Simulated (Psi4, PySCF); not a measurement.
Conformational energy of SMILES CSC[SiH2]SC. Scanned: dihedral C1–S2–C3–Si4; all other coordinates were relaxed at GFN2-xTB. Points at φ and −φ are mirror images. Heavy atoms are numbered in the order of the SMILES CSC[SiH2]SC, hydrogens after them in the order of the atoms that carry them; the mirror image has the same energies with the sign of each dihedral reversed.

- RMP2/3-21G = restricted MP2 (frozen core)/3-21G // GFN2-xTB (PySCF)
- PBE-D3(BJ)/def2-SVP // GFN2-xTB (Psi4)

Energies relative to the lowest point of each profile, in kJ/mol:

```
φ / °  RMP2/3-21G
-----  ----------
-165          0.9
-120          3.8
-75           1.0
-45           6.3
-15          12.5
0            13.7
15           12.5
30            9.5
45            6.3
60            4.2
75            1.0
165           0.9
```

Problem. Estimate the PBE-D3(BJ)/def2-SVP values at these points.

Solution. -165: 5.3; -120: 6.1; -75: 1.3; -45: 7.1; -15: 13.3; 0: 14.7; 15: 13.3; 30: 10.2; 45: 7.1; 60: 4.8; 75: 1.3; 165: 5.3 (kJ/mol).
